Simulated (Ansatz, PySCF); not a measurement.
Gas-phase reaction in SMILES: F[SiH2]Cl [chloro(fluoro)silane] + [SiH4] (SiH4) → F[SiH3] [fluorosilane] + [SiH3]Cl [chlorosilane]
Geometries: B3LYP-D3(BJ)/def2-TZVP minima from Ansatz (an electronic-structure program). Frequencies are from Ansatz or PySCF.
Geometry of the first species:
```
Si
F 1 1.5953
H 1 1.4700 2 108.26
H 1 1.4700 3 113.68 2 120.32
Cl 1 2.0473 3 108.86 4 121.52
```
Charge 0, spin multiplicity 1.

Wanted: bond separation energy (enthalpy at 298 K, with B3LYP-D3(BJ) rigid-rotor harmonic-oscillator terms), in kcal/mol. Valence correlation only, unless marked. Spin-orbit coupling is left out. Non-relativistic. CBS(X,Y): correlation extrapolated as X^-3; Hartree-Fock from the larger set.

```csv
level,program,bond separation energy (kcal/mol)
HF/aug-cc-pV(D+d)Z,Ansatz,2.0
HF/cc-pV(D+d)Z,Ansatz,2.4
PBE-D4/def2-TZVPD,Ansatz + dftd4,4.1
B3LYP/def2-TZVPD,Ansatz,3.3
```

Question: Estimate the value at CCSD(T)/CBS(cc-pV(T+d)Z,cc-pV(Q+d)Z) as computed with Ansatz.

Answer: 3.5 kcal/mol
